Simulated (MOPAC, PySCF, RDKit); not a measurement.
Noncovalent pair: NH3 (SMILES N) (first 4 atoms) with CH4S (SMILES CS); geometry from B3LYP-D3(BJ)/def2-TZVP, rigid monomers moved along the line of their centres of mass till N1···H10 is 2.00 Å.
(charge 0, multiplicity 1):
```xyz
10

N     -0.17451     0.03283     0.74719
H     -0.14680     0.95387     0.32494
H      0.65866    -0.46351     0.45285
H     -0.97521    -0.45672     0.36445
C      0.62221    -0.96216     4.46443
S     -0.50945     0.40737     4.05617
H      1.62574    -0.77041     4.08851
H      0.66253    -1.02550     5.55056
H      0.25361    -1.90872     4.07293
H     -0.40572     0.29808     2.71191
```

Interaction energies are E(AB) − E(A) − E(B) at the monomers' geometry in the complex; basis-set methods are counterpoise corrected.

Rows in 6-31G* carry no dispersion term and start afresh at each structure (6-31G* with six Cartesian d functions). The state that PM6, PM7 reach isn't checked; PM7 holds dispersion and hydrogen-bond terms.

Codes used: MOPAC for PM6, PM7 (differences of heats of formation); PySCF for 6-31G* rows; RDKit for the force fields. Each number belongs to the level named beside it.

Question: One of these levels gives -2.33 kcal/mol for the interaction energy. Which?
A. MMFF94
B. HF/6-31G*
C. PM7
D. PM6

Answer: A, MMFF94. The others give -2.93 (PM6), -3.25 (PM7), -0.21 (HF/6-31G*)
